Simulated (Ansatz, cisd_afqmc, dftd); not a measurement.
Species: HBr, charge 0, singlet. HBr (bromane, SMILES Br).
B3LYP-D3(BJ)/def2-TZVP minimum from Ansatz (a program for electronic structure):
```xyz
2

Br     0.0000     0.0000    -0.0396
H      0.0000     0.0000     1.3852
```

Quantity: atomisation energy (electronic, to ground-state atoms), in kcal/mol. Radicals and triplets start from unrestricted determinants; spin-orbit coupling is neglected. Cores are frozen in correlated methods (noble-gas shells, and filled d and f shells in the p block). No relativity. AFQMC is phaseless with a CISD trial state; ± is one standard error, without the phaseless bias. Outlying blocks are dropped, and bars are widened where a walk drifts. Over all cases where full CI ran beside it in this data, AFQMC minus full CI had a median of +0.1 mEh and passed +0.4 mEh in a tenth of the cases. CBS(X,Y): correlation extrapolated as X^-3, Hartree-Fock from the larger set (Q,5: extrapolated as (X+1)exp(-9√X)). A bracket is a step between two methods taken in the basis named. For partners of very few electrons the exact lower level stands in for a higher one. Spin-orbit terms, left out, reach several kcal/mol for Br and I, and more for heavier atoms.

```tsv
level	program	atomisation energy (kcal/mol)	difference against the last row
PBE-D4/def2-TZVPD	Ansatz + dftd4	93.1	-0.4
MP2/cc-pVDZ	Ansatz	85.1	-8.4
CCSD/cc-pVTZ	Ansatz	89.7	-3.8
CCSD(T)/cc-pVDZ	Ansatz	86.6	-6.9
CCSDT(Q)/cc-pVDZ	Ansatz	86.7	-6.8
CCSDTQ/cc-pVDZ	Ansatz	86.7	-6.8
AFQMC/CISD/cc-pVQZ	cisd_afqmc	93.1 ± 0.3	-0.4
CCSD(T)/CBS(cc-pVQZ,cc-pV5Z) + [CCSDTQ - CCSD(T)]/cc-pVDZ	Ansatz	93.6	0.1
CCSD(T)/CBS(cc-pVQZ,cc-pV5Z) + [CCSDT(Q) - CCSD(T)]/cc-pV5Z + [CCSDTQ - CCSDT(Q)]/cc-pVTZ	Ansatz	93.5	0.0
```
